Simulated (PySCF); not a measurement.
# Basis-set dependence of population analyses: `N#Cc1ccsc1`

C₅H₃NS.
Geometry (PBE0-D3(BJ)/def2-SVP, Å), atoms numbered from 1 in this order:
```xyz
10
C5H3NS angstrom
N     -3.0791   -0.5240    0.0561
C     -1.9461   -0.2790    0.0211
C     -0.5511    0.0117   -0.0201
C      0.4775   -0.9780    0.0895
C      1.7253   -0.4260    0.0204
S      1.6606    1.2797   -0.1764
C     -0.0447    1.2868   -0.1700
H      0.2815   -2.0427    0.2140
H      2.6865   -0.9349    0.0752
H     -0.6072    2.2131   -0.2747
```

PBE0 throughout (PySCF), one geometry, spherical d and f functions. Geometry: PBE0-D3(BJ)/def2-SVP; no solvent, vibrations or thermal averaging. The first 7 of 10 kinds of atom are listed.

Mulliken charges (e):

| basis | functions | N1 | C2 | C3 | C4 | C5 | S6 | C7 |
| --- | --- | --- | --- | --- | --- | --- | --- | --- |
| STO-3G | 42 | -0.196 | +0.068 | -0.035 | -0.095 | -0.199 | +0.332 | -0.188 |
| pcSseg-0 | 73 | -0.335 | +0.118 | -0.123 | -0.019 | -0.593 | +0.521 | -0.446 |
| 6-31G | 73 | -0.256 | +0.019 | +0.054 | +0.027 | -0.586 | +0.564 | -0.508 |
| 6-31G* | 108 | -0.352 | +0.162 | +0.053 | -0.090 | -0.422 | +0.358 | -0.387 |
| cc-pVDZ | 117 | -0.125 | -0.054 | +0.039 | +0.063 | -0.147 | +0.209 | -0.129 |
| def2-SVP | 117 | +0.007 | -0.064 | -0.192 | +0.083 | -0.117 | +0.125 | -0.046 |
| pcSseg-1 | 141 | -0.243 | +0.158 | -0.200 | +0.045 | -0.274 | +0.309 | -0.192 |
| aug-cc-pVDZ | 192 | -0.278 | -0.462 | +1.848 | +0.542 | -0.190 | +0.409 | -0.312 |
| 6-311+G(2d,p) | 215 | -0.270 | -0.471 | +1.014 | -0.799 | +0.177 | -0.156 | +0.069 |
| def2-TZVP | 241 | +0.003 | -0.251 | +0.244 | -0.263 | -0.127 | +0.116 | -0.214 |
| cc-pVTZ | 256 | -0.113 | -0.052 | +0.068 | -0.153 | -0.154 | +0.139 | -0.168 |
| IGLO-III | 284 | -0.302 | -0.022 | +0.211 | -0.149 | -0.214 | +0.372 | -0.258 |
| pcSseg-2 | 301 | -0.147 | -0.049 | +0.138 | -0.209 | -0.043 | +0.159 | -0.107 |

IAO charges (e):

| basis | functions | N1 | C2 | C3 | C4 | C5 | S6 | C7 |
| --- | --- | --- | --- | --- | --- | --- | --- | --- |
| STO-3G | 42 | -0.161 | +0.075 | -0.096 | -0.162 | -0.285 | +0.439 | -0.267 |
| pcSseg-0 | 73 | -0.222 | +0.132 | -0.080 | -0.159 | -0.300 | +0.347 | -0.281 |
| 6-31G | 73 | -0.226 | +0.128 | -0.066 | -0.166 | -0.300 | +0.346 | -0.286 |
| 6-31G* | 108 | -0.235 | +0.136 | -0.070 | -0.158 | -0.308 | +0.386 | -0.293 |
| cc-pVDZ | 117 | -0.227 | +0.129 | -0.071 | -0.163 | -0.310 | +0.391 | -0.296 |
| def2-SVP | 117 | -0.225 | +0.130 | -0.073 | -0.159 | -0.307 | +0.393 | -0.292 |
| pcSseg-1 | 141 | -0.237 | +0.138 | -0.074 | -0.163 | -0.314 | +0.398 | -0.299 |
| aug-cc-pVDZ | 192 | -0.242 | +0.140 | -0.072 | -0.167 | -0.314 | +0.394 | -0.298 |
| 6-311+G(2d,p) | 215 | -0.245 | +0.142 | -0.073 | -0.166 | -0.321 | +0.409 | -0.304 |
| def2-TZVP | 241 | -0.243 | +0.141 | -0.071 | -0.165 | -0.324 | +0.414 | -0.308 |
| cc-pVTZ | 256 | -0.241 | +0.140 | -0.071 | -0.166 | -0.320 | +0.404 | -0.304 |
| IGLO-III | 284 | -0.245 | +0.142 | -0.073 | -0.167 | -0.325 | +0.417 | -0.309 |
| pcSseg-2 | 301 | -0.244 | +0.142 | -0.072 | -0.165 | -0.322 | +0.409 | -0.307 |

Problem. Which scheme is steadiest as the basis changes?

Solution. Largest range over the bases for any column: IAO 0.09 e, Mulliken 2.05 e. IAO charges move least and Mulliken charges most, counted in e. Without the minimal STO-3G basis the ranges are IAO 0.07, Mulliken 2.05 e.

Problem. How much do the charges still move between the two largest bases, IGLO-III and pcSseg-2?

Solution. At most, over all atoms: Mulliken 0.213 e, IAO 0.008 e.

Problem. What do the same runs give for the total energy, the frontier levels and the dipole moment?

Solution. 
```csv
basis,energy (Eh),HOMO (eV),LUMO (eV),μ (D)
STO-3G,-637.3841,-5.31,1.72,4.19
pcSseg-0,-643.7830,-7.93,-1.61,3.94
6-31G,-644.6929,-7.50,-1.21,3.96
6-31G*,-644.7975,-7.38,-1.21,4.14
cc-pVDZ,-644.8424,-7.47,-1.32,4.08
def2-SVP,-644.5157,-7.58,-1.40,4.12
pcSseg-1,-644.7724,-7.67,-1.55,4.27
aug-cc-pVDZ,-644.8555,-7.61,-1.54,4.33
"6-311+G(2d,p)",-644.8993,-7.61,-1.56,4.41
def2-TZVP,-644.9251,-7.60,-1.52,4.36
cc-pVTZ,-644.9211,-7.57,-1.48,4.29
IGLO-III,-644.9246,-7.59,-1.49,4.46
pcSseg-2,-644.9304,-7.63,-1.57,4.37
```

The dipole is fixed by the density alone, so its range of 0.52 D shows that the density itself changes with the basis, not only its division among atoms.
